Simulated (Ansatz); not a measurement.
Input file for Ansatz (a quantum-chemistry and plane-wave program): R-PBE0/def2-TZVPP on CrF6 (SMILES [F][Cr]([F])([F])([F])([F])[F]).

Ansatz 0.2 input:
```yaml
crystal:
  periodic: [false, false, false]
  atoms:
    - {symbol: Cr, position_ang: [-0.00002598, 0.00000000, -0.00000000]}
    - {symbol: F, position_ang: [1.33897946, 0.00000000, 1.10601834]}
    - {symbol: F, position_ang: [-0.66953324, 1.15961599, 1.10601703]}
    - {symbol: F, position_ang: [-0.66953324, -1.15961599, 1.10601703]}
    - {symbol: F, position_ang: [1.33897946, 0.00000000, -1.10601834]}
    - {symbol: F, position_ang: [-0.66953324, 1.15961599, -1.10601703]}
    - {symbol: F, position_ang: [-0.66953324, -1.15961599, -1.10601703]}
basis:
  gaussian:
    orbitals: def2-TZVPP
hamiltonian:
  xc: {name: PBE0}
scf: {lower_state_search: off}
```

What total energy does the run end on?

-1642.9703 hartree.

How many basis functions does it have, and what does it roughly cost on one machine?

250 functions; around 11 core-seconds (rough).
